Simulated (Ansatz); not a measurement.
Computed with Ansatz on PBE0-D4/def2-TZVP structures; ΔE is electronic, products minus reactants. CCSD(T)/CBS adds triple-zeta CCSD(T) − MP2 to the extrapolated MP2 energy (def2 sets, frozen cores). Functionals use def2-TZVPP. For Br outer-core shells are correlated without core-valence functions, which leaves a few kJ/mol of doubt a bond. Scalar relativity is left out up to krypton. One conformer a species, not always the lowest.

`CC(C)Br` + `CNB(F)S` → `CN(C)B(F)S` + `CCBr`  (substitution at a C–C bond)

| level | ΔE (kJ/mol) |
| --- | --- |
| ωB97X-V | 30.9 |
| r2SCAN | 33.4 |
| SCS-MP2/def2-QZVPP | 33.5 |
| MP2/CBS(def2) | 35.9 |

(1) What does CCSD(T)/CBS give? (An estimate is asked.)

Largest T1 diagnostic among the species: 0.012.

## Answers

(1) The calculation gave: +33.9 kJ/mol. The listed levels differ from it by -3.0, -0.5, -0.4, 2.0 kJ/mol.
